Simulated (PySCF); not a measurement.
FH6NOSi2, SMILES [SiH2]([Si@@H](N)O)F.

Geometry optimised at PBE-D3(BJ)/def2-SVP. The structure was generated by enumeration; whether it is a known compound was not checked. One conformer was computed; it need not be the lowest.

These are TDDFT-PBE/def2-SVPD run with PySCF 2.14.0 values and carry that method's errors.

Vertical excitations. 

```csv
state,energy (eV),λ (nm),f,main pairs
S1,5.02,247,0.021,HOMO→LUMO 97 %
S2,5.57,223,0.007,"HOMO−1→LUMO 75 %, HOMO→LUMO+1 24 %"
S3,5.67,219,0.031,"HOMO→LUMO+1 73 %, HOMO−1→LUMO 23 %"
S4,6.01,206,0.003,HOMO−2→LUMO 99 %
S5,6.32,196,0.017,"HOMO−1→LUMO+1 80 %, HOMO→LUMO+2 13 %"
S6,6.54,190,0.042,HOMO→LUMO+2 84 %
S7,6.74,184,0.001,HOMO−3→LUMO 89 %
S8,6.82,182,0.045,HOMO→LUMO+3 78 %
S9,6.85,181,0.013,HOMO−2→LUMO+1 92 %
S10,7.05,176,0.013,HOMO→LUMO+4 87 %
T1,4.63,268,0,HOMO→LUMO 94 %
T2,5.07,245,0,HOMO−1→LUMO 94 %
T3,5.28,235,0,HOMO→LUMO+1 93 %
T4,5.75,216,0,HOMO−1→LUMO+1 90 %
```
Triplets are in the Tamm–Dancoff approximation, which puts them higher than full response would, so one can lie above its singlet here.
